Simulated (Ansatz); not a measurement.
Reaction (formal hydrolysis of a B–C bond): `CB(N)[TeH]` + H₂O → `NB(O)[TeH]` + CH₄

Isolated molecules relaxed with PBE0-D4/def2-TZVP in Ansatz; ΔE leaves out vibrations. CCSD(T)/CBS is the MP2 limit (def2-TZVPP, def2-QZVPP) plus CCSD(T) − MP2 in def2-TZVPP, frozen cores. This one scheme is used for every species. DFT in def2-TZVPP. B3LYP here is the variant with VWN-RPA as its local correlation; programs differ in this. def2 core potentials past Kr. For Te outer-core shells are correlated without core-valence functions, which leaves a few kJ/mol of doubt a bond. Each species was taken in one conformer, which may not be the lowest.

CCSD(T)/CBS gives -95.1 kJ/mol.

**Question.** Another level gave -102.8 kJ/mol. Which?
A. B3LYP/def2-TZVPP
B. PBE-D4/def2-TZVPP
C. ωB97M-V/def2-TZVPP
D. HF/def2-TZVPP

**Answer.** C. ωB97M-V -102.8, PBE-D4 -96.8, HF/def2-TZVPP -117.2, B3LYP -109.4 kJ/mol.

Largest T1 diagnostic among the species: 0.011.

The D4 term adds +4.3 kJ/mol with B3LYP and +2.4 kJ/mol with PBE0; it sums over pairs of atoms, weighted by their polarisabilities, and B3LYP, whose exchange is more repulsive, gets the larger term. In def2-TZVPP, CCSD(T) changes the Hartree–Fock value by +17.9 kJ/mol (the triples alone add +1.7 kJ/mol) and MP2 by +19.1 kJ/mol.
